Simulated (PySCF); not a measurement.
## Continuum solvent and chemical shifts

Geometry (Å), atoms numbered from 1 in this order:
```xyz
10

C     2.290    0.318   -0.058
C     1.191   -0.134    0.163
C    -0.133   -0.674    0.426
C    -1.242    0.355    0.318
F    -2.420   -0.221    0.577
F    -1.307    0.881   -0.904
F    -1.079    1.352    1.185
H     3.268    0.717   -0.253
H    -0.186   -1.103    1.438
H    -0.372   -1.481   -0.284
```

GIAO PBE0/pcSseg-1 in PySCF 2.14.0 with density-fitted response routines on one PBE0-D3(BJ)/def2-SVP conformer, non-relativistic, equivalent nuclei averaged. Solvents enter as an IEF-PCM continuum (benzene with ε = 2.3, tetrahydrofuran with ε = 7.4) around the gas-phase geometry. Shifts are referred to TMS, CFCl3 computed in the same medium.

Gas phase, δ in ppm: C4 129.2, C1 79.6, C2 76.4, C3 27.8, F5/F6/F7 -79.5, H9/H10 2.76, H8 2.08. Dipole moment 1.91 D.

(1) How does each δ change in the continuum?

(2) Which nuclei move most (in ppm), and what does the model miss?

Results:

(1) 
```
   atoms                           environment  Δδ, benzene  Δδ, tetrahydrofuran
      C4                            CF3 carbon         +0.8                 +1.5
      C1                terminal alkyne carbon         +0.7                 +1.3
      C2                         alkyne carbon         +1.2                 +2.4
      C3                   propargylic sp3 CH2          0.0                 +0.1
F5/F6/F7               fluorine of a CF3 group         +0.3                 +0.5
  H9/H10     hydrogen on a propargylic sp3 CH2        +0.18                +0.32
      H8  hydrogen on a terminal alkyne carbon        +0.20                +0.37
```

Changes are relative to the gas phase. The dipole moment becomes 2.07 D in benzene, 2.20 D in tetrahydrofuran.

(2) C2 (alkyne carbon, +2.4 ppm) in tetrahydrofuran. A continuum only polarises the solute; specific hydrogen bonds, the anisotropy of aromatic solvents and changes of geometry or conformer are outside it.
